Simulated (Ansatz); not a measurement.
```xyz
2

Cr    0.0000    0.0000    0.0000
N     0.0000    0.0000    3.0880
```

Basis set: pcseg-2 (spherical functions). Charge 0, multiplicity 4.

Computed with Ansatz (development build ahead of 0.2.0); each method stands on the lowest determinant of its kind that the runs found. Restricted functionals stand beside restricted open-shell atoms, which can lie above the unrestricted atoms usual in DFT and then raise those values.

Task: Give the atomization energy at this shape (free ground-state atoms in the same class of orbitals less the molecule, no zero-point energy) of quartet CrN by ωB97X (restricted open-shell), PBE (restricted open-shell).

Result:

```csv
method,atomization energy
ωB97X (restricted open-shell),-88.00 kcal/mol
PBE (restricted open-shell),-80.46 kcal/mol
```

Caution: other spin multiplicities were not run; stretched shape with no unrestricted run beside it, a lower state can exist; the molecule lies well above its atoms at this level; the shape is not the minimum.
